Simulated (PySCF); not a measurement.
**Spin-rotation constants: `C=CC#C[C+](C)C`, [C$_{7}$H$_{9}$]+, charge +1**

Geometry (Å), atoms numbered from 1 in this order:
```xyz
16

C     3.545    0.444    0.250
C     2.644    0.058   -0.670
C     1.281    0.105   -0.428
C     0.073    0.136   -0.220
C    -1.270    0.165    0.016
C    -2.207   -0.218   -1.040
C    -1.769    0.578    1.329
H     3.246    0.814    1.219
H     4.602    0.399    0.048
H     2.950   -0.309   -1.643
H    -3.055   -0.767   -0.629
H    -2.630    0.699   -1.468
H    -1.734   -0.772   -1.847
H    -1.118    1.309    1.808
H    -1.770   -0.302    1.984
H    -2.795    0.937    1.279
```

Total charge +1.

Computed with GIAO HF/pcSseg-1 magnetisability, rotational g tensor and spin-rotation constants, non-relativistic, gas phase (PySCF). Geometry: GFN2-xTB.

For an ion the centre-of-mass motion in the field is neglected.

(1) Give the nuclear spin-rotation constants along the inertial axes (H = +C I·J) beside the isotropic shieldings.

(2) How do the rotational constants and the g tensor change when H8, H9, H10, H11, H12, H13, H14, H15, H16 are replaced by deuterium?

Answers

(1) Rotational constants 7.1914, 1.1500, 1.0035 GHz. A star marks the isotopologue with that one atom substituted, in its own axes.
| atom | isotope | Caa (kHz) | Cbb (kHz) | Ccc (kHz) | mean (kHz) | σ (ppm) |
| --- | --- | --- | --- | --- | --- | --- |
| H8 | 1H | -0.654 | 0.094 | -0.134 | -0.231 | 23.9 |
| H9 | 1H | 0.795 | -0.137 | -0.128 | 0.177 | 23.6 |
| H10 | 1H | -0.575 | 0.059 | -0.125 | -0.213 | 24.7 |
| H11 | 1H | -0.098 | -0.141 | -0.087 | -0.109 | 28.5 |
| H12 | 1H | -0.737 | -0.136 | -0.013 | -0.295 | 28.8 |
| H13 | 1H | -0.683 | -0.005 | -0.121 | -0.270 | 28.5 |
| H14 | 1H | -0.556 | -0.053 | -0.100 | -0.236 | 28.6 |
| H15 | 1H | -0.941 | -0.111 | -0.008 | -0.353 | 28.9 |
| H16 | 1H | 0.087 | -0.137 | -0.115 | -0.055 | 28.5 |
| C1 | 13C* | 3.825 | 0.565 | 0.119 | 1.503 | 5.4 |
| C2 | 13C* | 2.805 | 0.376 | 0.100 | 1.094 | 78.8 |
| C3 | 13C* | 4.381 | 0.510 | 0.333 | 1.741 | -44.9 |
| C4 | 13C* | 0.172 | 0.399 | 0.357 | 0.309 | 100.0 |
| C5 | 13C* | 5.466 | 0.705 | 0.107 | 2.092 | -66.8 |
| C6 | 13C* | 1.305 | 0.164 | 0.137 | 0.535 | 156.5 |

For the geometry as given, no vibrational averaging.

(2) Constants 5.3559, 0.9783, 0.8441 GHz; g -0.0528, 0.0063, 0.0159, against -0.0709, 0.0074, 0.0189 before.
